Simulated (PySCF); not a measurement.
# Working out the ionisation energy of Te

Te [Kr] 4d10 5s2 5p4 (3P) → Te⁺ [Kr] 4d10 5s2 5p3 (4S). All numbers are calculated (PySCF 2.14, scalar relativity through the core potential, in def2-TZVPPD with the def2 core potential (28 electrons) (7s6p4d2f, 59 functions)). Frozen: 4s2 4p6 4d10. Energies in hartree (1 hartree = 27.21139 eV):

| part | Te (lower) | Te⁺ (upper) |
| --- | --- | --- |
| UHF | -267.005646 | -266.721772 |
| CCSD correlation | -0.102212 | -0.076031 |
| (T) | -0.003200 | -0.002202 |

Problem. What does Hartree-Fock give?

Solution. (-266.721772) − (-267.005646) = 0.283874 hartree = 7.725 eV.

Problem. What do CCSD and CCSD(T) give?

Solution. The CCSD correlation energies differ by 0.026181 hartree = 0.712 eV and the triples by 0.000998 hartree = 0.027 eV, so CCSD gives 8.437 eV and CCSD(T) 8.464 eV.

Measured between the centres of the two terms (NIST): 8.749 eV, so CCSD(T) (valence) is off by -0.285 eV.

What remains against the reference includes basis incompleteness, the frozen core and higher excitations.
